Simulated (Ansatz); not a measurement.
# Energy differences in CoCl (charge +1)

Calculated in Ansatz's Gaussian-basis code. Basis cc-pwCVTZ-DK on Co, cc-pVTZ-DK on Cl, scalar X2C without spin–orbit coupling, 10 orbitals frozen in the corrections; active space CAS(15,10), shells under the valence barred from it. Restricted Hartree–Fock, then the lowest state-specific CASSCF solution met for each case. Coupled cluster stands on the determinant that it favours, not always the lowest RHF. Single-reference values can break down or jump between states where bonds are stretched. Solutions in different active orbitals can move differences by tenths of an eV and at times more than 1 eV.

Case A, doublet: bond length 2.0660 Å.

Case B, quartet: the shape of A.

Energy less that of case A, in eV:

| case | RHF/ROHF | CASSCF | CCSD(T) |
| --- | --- | --- | --- |
| B | -2.737 | -2.200 | -1.694 |

**Question.** Give the SC-NEVPT2 energies against case A.

**Answer.** B: -1.603 eV (-37.0 kcal/mol).

**Question.** Which case is lowest, and do the methods agree?

**Answer.** B is lowest in SC-NEVPT2. Of the methods shown, RHF/ROHF, CASSCF, CCSD(T) agree.
